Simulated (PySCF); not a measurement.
PySCF input:

```python
from pyscf import gto, scf, dft

mol = gto.M(
    atom='''
    C     1.70161440   -0.25838259    0.02280429
    C     0.66537847    0.51635584    0.01308827
    Cl   -0.99344440   -0.10901309   -0.01506937
    H     1.99597846   -1.29178882    0.02006940
    H     0.69061921    1.59717185    0.02075454
    ''',
    basis='def2-tzvpd',
    charge=0,
    spin=1,
    verbose=4,
)

mf = dft.UKS(mol, xc='pw6b95').density_fit(auxbasis='def2-universal-jkfit')
mf.grids.level = 3
mf.conv_tol = 1e-9
mf.max_cycle = 100
mf.max_memory = 1500
mf.kernel()
if not mf.converged:
    mf = mf.newton()
    mf.kernel(mf.make_rdm1())
for _ in range(2):
    mo, _, stable, _ = mf.stability(return_status=True)
    if stable:
        break
    mf.kernel(mf.make_rdm1(mo, mf.mo_occ))
mf.analyze()
```

### Question
Which total energy does the run end on?

### Answer
-537.99955 Eh (PW6B95/def2-TZVPD).

It need not be the lowest isomer of its formula.
